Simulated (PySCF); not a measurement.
CH7FOSi2, SMILES C[SiH](F)O[SiH3]. Geometry: PBE0-D3(BJ)/def2-SVP. Other conformers were not sampled.

Computed equilibrium geometry at PBE0-D3(BJ)/def2-SVP (PySCF confirms it by a frequency run) as Cartesian coordinates in Å (one conformer of several):
```xyz
12

Si    -0.7188    -0.7998     0.0417
C     -2.1040     0.2574     0.6717
F     -0.8186    -0.8494    -1.5804
O      0.7445    -0.1621     0.4404
Si     1.8270     1.0726     0.1963
H     -0.7584    -2.1989     0.5317
H     -2.0366     1.2735     0.2526
H     -3.0803    -0.1652     0.3888
H     -2.0673     0.3348     1.7693
H      1.1008     2.3627    -0.0129
H      2.6884     1.1830     1.4067
H      2.6737     0.7882    -0.9978
```
